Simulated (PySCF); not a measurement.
# Ionising SrIn

PBE0; PySCF, scalar-relativistic core potentials, basis sets Sr def2-SVP with ECP28, In def2-SVP with ECP28. Neutral (UKS): doublet (π ↑), Re = 3.448 Å, ωe = 94.1 cm⁻¹, De = 0.57 eV, HOMO -3.53 eV, LUMO -2.06 eV.

SrIn⁺ (UKS): singlet (closed shell), Re = 3.796 Å, ωe = 82.9 cm⁻¹, De = 1.42 eV to Sr⁺ + In. The energies at the minima are -220.79802 hartree for SrIn and -220.62314 for SrIn⁺.

**Question.** Work out the adiabatic ionisation energy, without and with harmonic zero-point energies (1 hartree = 27.2114 eV, 1 eV = 8065.5 cm⁻¹), and the change of the bond length.

**Answer.** At PBE0: 0.17488 hartree = 4.759 eV between the minima; the zero-point term (82.9 − 94.1)/2 cm⁻¹ = -0.001 eV makes it 4.758 eV. Re changes by +34.8 pm against the neutral. The electron leaves a π orbital, and the longer bond of the ion fits a bonding orbital, or a change in how ionic the bond is.

Closed-shell solutions of metal pairs were not tested for spin polarisation, which can lower them a little. These are scalar-relativistic numbers at best; spin–orbit coupling would shift them, the dissociation energy most. For an ion De counts to the pair picked by the measured ionisation energies or electron affinities, which need not be the lowest pair at this level. States were picked by a PBE0 search and need not be the measured ground states.
